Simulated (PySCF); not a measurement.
A structure optimised at PBE0-D3(BJ)/def2-SVP, used in a PySCF frequency run:

```xyz
18

C     -1.6241    -0.9752     1.1862
C     -1.0737     0.2081     0.3929
C     -1.6893     0.2899    -1.0028
Si     0.8163     0.1197     0.3040
N      1.4724    -1.2117    -0.5820
N      1.3290     1.5560    -0.5158
H     -2.7249    -0.9449     1.2518
H     -1.2298    -1.0026     2.2145
H     -1.3517    -1.9302     0.7049
H     -1.3186     1.1387     0.9418
H     -1.4596    -0.6194    -1.5844
H     -2.7883     0.3773    -0.9588
H     -1.3001     1.1466    -1.5735
H      1.3283    -0.0912     1.7024
H      1.6717    -2.0911    -0.1225
H      1.2699    -1.3363    -1.5669
H      0.8741     2.4405    -0.3209
H      2.3136     1.6899    -0.7171
```

Write its SMILES and formula.

CC(C)[SiH](N)N, C3H12N2Si

What are its rotational constants (standard atomic weights)?

3.5383, 2.0211, 1.7166 GHz
